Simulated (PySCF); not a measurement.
A structure optimised at PBE-D3(BJ)/def2-SVP, used in a PySCF frequency run:

```xyz
8

B      0.7729    -1.0352     0.0000
C      0.0493     0.4079     0.0000
F      0.3691     1.1390    -1.0958
F      0.3691     1.1390     1.0958
F     -1.3195     0.2655     0.0000
H      1.9794    -1.1402     0.0000
O      0.0049    -2.1396     0.0000
H     -0.9477    -1.9056     0.0000
```

Task: Write its SMILES, formula and point group.

Result: OBC(F)(F)F, CH2BF3O, Cs

Task: What are its rotational constants (standard atomic weights)?

Result: 5.3080, 2.6906, 2.6351 GHz
